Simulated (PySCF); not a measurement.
**Dipole response of Rh⁺ (rhodium, charge +1)**

[Kr] 4d8, high-spin 3F determinant. Calculation: PySCF 2.14, in aug-cc-pwCVTZ-DK (11s10p8d4f3g, 136 functions); scalar relativity by spin-free X2C-1e. Coupled (time-dependent) response in atomic units; α is the mean over directions.

```
method  mean α (bohr³)  C₆ (like pair)  S(−4)
   PBE           13.74           86.26  82.58
```

S(−4) is the Cauchy moment in α(ω) = α(0) + S(−4) ω² + …

Spin-orbit coupling is absent.

α(iu) at PBE:

```json
{"u (hartree)": "0", "α(iu) (bohr³)": "13.74"}
{"u (hartree)": "0.0500", "α(iu) (bohr³)": "13.54"}
{"u (hartree)": "0.100", "α(iu) (bohr³)": "12.99"}
{"u (hartree)": "0.200", "α(iu) (bohr³)": "11.42"}
{"u (hartree)": "0.300", "α(iu) (bohr³)": "9.865"}
{"u (hartree)": "0.500", "α(iu) (bohr³)": "7.555"}
{"u (hartree)": "0.750", "α(iu) (bohr³)": "5.690"}
{"u (hartree)": "1.00", "α(iu) (bohr³)": "4.436"}
{"u (hartree)": "1.50", "α(iu) (bohr³)": "2.899"}
{"u (hartree)": "2.00", "α(iu) (bohr³)": "2.034"}
{"u (hartree)": "3.00", "α(iu) (bohr³)": "1.153"}
{"u (hartree)": "5.00", "α(iu) (bohr³)": "0.5142"}
```

A single London oscillator, α(iu) = α/(1 + u²/ω²), gives C₆ = (3/4) ω α². Matching the computed C₆ needs ω = 4 × 86.26 / (3 × 13.74²) = 0.609 hartree.

For an ion, C₆ is the dispersion term alone; charge-induced terms of lower order in 1/R come first.
